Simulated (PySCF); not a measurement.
PySCF 2.14 output of an unrestricted PBE calculation on a single atom or ion in dyall-av2z (11s7p2d, 42 functions), with the non-relativistic Hamiltonian (point nucleus):

```
SCF conv_tol = 1e-09
number electrons alpha = 3  beta = 1
    J. P. Perdew, K. Burke, and M. Ernzerhof.,  Phys. Rev. Lett. 77, 3865 (1996)
    J. P. Perdew, K. Burke, and M. Ernzerhof.,  Phys. Rev. Lett. 78, 1396 (1997)
    J. P. Perdew, K. Burke, and M. Ernzerhof.,  Phys. Rev. Lett. 77, 3865 (1996)
    J. P. Perdew, K. Burke, and M. Ernzerhof.,  Phys. Rev. Lett. 78, 1396 (1997)
cycle= 1 E= -14.4086264522979  delta_E= -0.00188  |g|= 0.00871  |ddm|= 0.133
cycle= 2 E= -14.4086331926523  delta_E= -6.74e-06  |g|= 0.00143  |ddm|= 0.00766
cycle= 3 E= -14.4086333985437  delta_E= -2.06e-07  |g|= 2.31e-05  |ddm|= 0.000846
cycle= 4 E= -14.4086333986955  delta_E= -1.52e-10  |g|= 1.18e-06  |ddm|= 0.000133
converged SCF energy = -14.4086333986955  <S^2> = 2.0000005  2S+1 = 3.0000003
```

The run itself started from symmetry-adapted Hartree-Fock orbitals and held the occupation by maximum overlap, on a logarithmic radial grid, so the iterations belong to that start.

Question: Which element, charge and spin multiplicity is this?

Answer: Be (beryllium, neutral), multiplicity 3; the state was [He] 2s1 3s1, high-spin 3S determinant (an excited configuration).

The outer electron is Rydberg-like, and this basis confines it to a smaller radius and binds it less than a complete one would.
